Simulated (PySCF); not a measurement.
C2H9InN2, SMILES [NH]([InH][NH]C)C (PBE0/def2-SVP optimised geometry):

```
14

In     0.658    -0.528     0.000
H      2.368    -0.528     0.000
N     -0.445     1.170     0.000
C      0.024     2.529     0.006
H     -1.456     1.098     0.005
H     -0.298     3.101     0.900
H     -0.305     3.110    -0.879
H      1.126     2.559     0.002
N     -0.463    -2.214    -0.005
C     -1.896    -2.332    -0.003
H      0.010    -3.110    -0.002
H     -2.293    -2.851     0.893
H     -2.292    -2.872    -0.886
H     -2.368    -1.337    -0.014
```

Calculation: PBE0/def2-TZVP, def2 effective core potentials past Kr (PySCF).

Problem. What are the frontier orbital energies and the dipole moment?

Solution. HOMO-2 -8.52 eV, HOMO-1 -6.47 eV, HOMO -5.86 eV, LUMO -0.46 eV, LUMO+1 -0.16 eV; dipole moment 0.36 D.
